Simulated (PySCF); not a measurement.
## Working out the ionisation energy of Co

Co [Ar] 3d7 4s2 (4F) → Co⁺ [Ar] 3d8 (3F). Calculation: PySCF 2.14, in x2c-TZVPall (6s5p4d1f, 48 functions); scalar relativity by spin-free X2C-1e. Frozen: [Ar]. Energies in hartree (1 hartree = 27.21139 eV):

```
             part    Co (lower)   Co⁺ (upper)
              UHF  -1391.869467  -1391.565085
MP2 opposite-spin     -0.122680     -0.143633
    MP2 same-spin     -0.077471     -0.088109
```

Question: What does Hartree-Fock give?

Answer: (-1391.565085) − (-1391.869467) = 0.304382 hartree = 8.283 eV.

Question: What do MP2 and SCS-MP2 (6/5 opposite-spin, 1/3 same-spin) give?

Answer: The opposite-spin parts differ by -0.570 eV and the same-spin parts by -0.289 eV. MP2: 8.283 + (-0.570) + (-0.289) = 7.424 eV. SCS-MP2: 8.283 + 1.2 × (-0.570) + (-0.289)/3 = 7.503 eV.

Measured between the centres of the two terms (NIST): 7.869 eV, so MP2 (valence) is off by -0.445 eV.

What remains against the reference includes basis incompleteness, the frozen core and correlation beyond second order.
